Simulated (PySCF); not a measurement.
## Xe³⁵⁺: ionisation energy

Xe³⁵⁺ [Ar] 3d1 [3d3/2^1, M_J = 3/2] → Xe³⁶⁺ [Ar], as a difference of total energies. Computed with PySCF 2.14 in an uncontracted even-tempered set (16 s from 6.6 bohr⁻², ratio 2.8; 12 p from 8.6 bohr⁻², ratio 2.8; 8 d from 8.6 bohr⁻², ratio 2.8; 3 f from 26 bohr⁻², ratio 3), with the two-component X2C-1e Hamiltonian. Correlated levels: [Ne] frozen; the 74 highest virtual spinors dropped. "Screened" scales the spin-orbit matrix elements by Boettger's factors to mimic the two-electron term; Breit and QED terms are absent.

```
                    method  ionisation energy (eV)
           GHF (spin-free)                  2290.6
          GMP2 (spin-free)                  2290.3
 GHF (screened spin-orbit)                  2300.7
GMP2 (screened spin-orbit)                  2300.4
```

Breit and QED terms and the two-electron picture change are absent.

The spin-free rows lack the spin-orbit shift.

For comparison: 2300 ± 5 eV (theoretical estimate listed by NIST; NIST Atomic Spectra Database, ionization energies).
